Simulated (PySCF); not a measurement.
TeF⁻: one state, many levels of theory

State: ¹Σ⁺ (singlet), closed shell. Set-up: Te def2-SVPD with ECP28, F def2-SVPD; scalar-relativistic core potentials (PySCF 2.14). De refers to Te + F⁻ in their high-spin ground configurations, without counterpoise correction. A positive dipole points towards F; it is taken about the centre of mass and depends on that origin.

```tsv
Level	Re (Å)	ωe (cm⁻¹)	De (eV)	μ (D)
RHF	2.013	533	n/a	-1.91
RHF-MP2	2.050	504	2.14	n/a
RHF-SCS-MP2	2.052	500	2.16	n/a
RHF-CCSD	2.048	503	n/a	n/a
RHF-CCSD(T)	2.056	492	2.21	n/a
PBE	2.070	474	2.53	-1.61
PW91	2.068	475	2.57	-1.64
TPSS	2.058	486	2.59	-1.55
r²SCAN	2.045	496	2.46	-1.55
PBE0	2.038	507	2.45	-1.66
B97-3	2.051	491	2.39	-1.75
HSE06	2.041	505	2.51	-1.66
```

(1) Which functional lies closest to RHF-CCSD(T) in De, which farthest, and by how much do they differ from it?

(2) What does a quarter of exact exchange do here, going from PBE to PBE0?

(3) What does the triples do here, going from RHF-CCSD to RHF-CCSD(T)?

Correlated steps freeze 5 core orbitals. Correlated levels converge slowly with the basis: in double zeta they bind strong bonds too weakly, by up to about 1 eV, and carry superposition errors of some tenths. These are scalar-relativistic numbers at best; spin–orbit coupling would shift them, the dissociation energy most. For an ion De counts to the pair picked by the measured ionisation energies or electron affinities, which need not be the lowest pair at this level. Where the molecule has an RHF reference, its open-shell atoms are computed with UHF. The highest Kohn–Sham level is positive in this anion. Much of that is self-interaction error, but it also means that the finite basis helps to hold the extra electron.

The whole job (state search and all levels along the bond) took about 2.7 min on 1 thread of Oxide Virtual Turin-like (shared host), peak memory 0.73 GiB.

## Answers

(1) Closest is B97-3 (-0.5 pm in Re, -0.2 % in ωe, +0.18 eV in De against RHF-CCSD(T) in the same basis), farthest TPSS (+0.2 pm in Re, -1.2 % in ωe, +0.38 eV in De). CCSD(T) converges more slowly with the basis than the functionals do and binds too weakly in this one, so the order can change at the basis-set limit.

(2) PBE0 less PBE: -3.2 pm in Re, +7.0 % in ωe, -0.08 eV in De. Exact exchange removes part of the self-interaction that spreads semilocal densities, and in most molecules shortens and stiffens the bond and lowers De; so it does here.

(3) RHF-CCSD(T) less RHF-CCSD: +0.8 pm in Re, -2.2 % in ωe. Correlation nearly always deepens the well. The bond lengthens, as in strong covalent bonds, where excitations into antibonding orbitals dominate.
